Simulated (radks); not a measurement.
Q: These are the eigenvalues of the occupied orbitals of an atom or ion with whole-number occupations (eV). Method: Dirac Kohn-Sham, BLYP, spin-unpolarised, spherical densities, finite nucleus; Fermi nuclear charge, rms radius of each element as measured or else 0.836 A^(1/3) + 0.57 fm; computed with a radial shooting solver on a logarithmic mesh with Libxc functionals.

| orbital | eigenvalue |
|---|---|
| 1s1/2 | -65892.91 |
| 2s1/2 | -14828.63 |
| 2p1/2 | -14420.12 |
| 2p3/2 | -13337.69 |
| 3s1/2 | -6078.816 |

Which element is it, and in what charge state? The configuration may be excited. Open shells, if any, fill j = l - 1/2 first.

A: Z = 70, ytterbium, charge +58: Yb58+ in [Ne] 3s2. The list shows which subshells hold electrons but not how many an open one holds; the 1s level, -2421.5 hartree, gives Z - s = 69.6 by -(Z - s)^2/2, which with screening and relativity narrows Z to a few neighbours, and the depths of the outer levels then fix element, charge and occupations together.
